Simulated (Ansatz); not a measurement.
Consider the homolysis of the Si–Si bond: `F[SiH]([SiH3])[GeH3]` → `F[SiH][GeH3]`• + `[SiH3]`•.

Computed with Ansatz on PBE0-D4/def2-TZVP structures; ΔE is electronic, products minus reactants. CCSD(T)/CBS is the MP2 limit (def2-TZVPP, def2-QZVPP) plus CCSD(T) − MP2 in def2-TZVPP, frozen cores. This one scheme is used for every species. DFT in def2-TZVPP. B3LYP here is the variant with VWN-RPA as its local correlation; programs differ in this. No spin–orbit coupling; open shells (•) take unrestricted orbitals. For Ge outer-core shells are correlated without core-valence functions, which leaves a few kJ/mol of doubt a bond. Scalar relativity is left out up to krypton.

```
           level  ΔE (kJ/mol)  difference from CCSD(T)/CBS
        B3LYP-D4        309.5                        -20.6
    CAM-B3LYP-D4        312.7                        -17.4
        PBE-QIDH        318.6                        -11.5
          revPBE        286.0                        -44.1
         r2SCANh        299.8                        -30.3
           BHLYP        301.3                        -28.8
       CAM-B3LYP        304.8                        -25.3
         LC-ωPBE        308.2                        -21.9
CCSD(T)/def2-SVP        303.1                        -27.0
    HF/CBS(def2)        230.8                        -99.3
     CCSD(T)/CBS        330.1                            0
```

Largest T1 diagnostic among the species: 0.015.

The D4 term adds +13.2 kJ/mol with B3LYP and +7.4 kJ/mol with PBE0; it sums over pairs of atoms, weighted by their polarisabilities, and B3LYP, whose exchange is more repulsive, gets the larger term. From BLYP to BHLYP (50 % exact exchange), in def2-TZVPP and without D4, ΔE moves by +16.3 kJ/mol.

CCSD(T)/CBS has its own doubt, a few kJ/mol and more with outer-core shells, so smaller differences from it don't rank the levels.
